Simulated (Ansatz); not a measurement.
**doublet Sc: levels of theory in one basis**

A single Sc atom.

Basis set: 6-31G* (spherical functions). Frozen core: 5 orbitals. Correlation on ROHF uses semicanonical orbitals with singles. Charge 0, multiplicity 2.

Computed with Ansatz (development build ahead of 0.2.0); each method stands on the lowest determinant of its kind that the runs found.

| method | E − E(ROHF) (eV) | <S²> of the determinant |
| --- | --- | --- |
| ROHF | 0.00 | 0.75 |
| UHF | -0.06 | 0.80 |
| ROHF-MP2 | -5.40 | – |
| UHF-MP2 | -5.36 | 0.80 |

Task: Is a single determinant a sound starting point here?

Result: By this sign, yes. Unrestricted orbitals gain 0.06 eV and <S²> is 0.80 against 0.75 for a pure state.
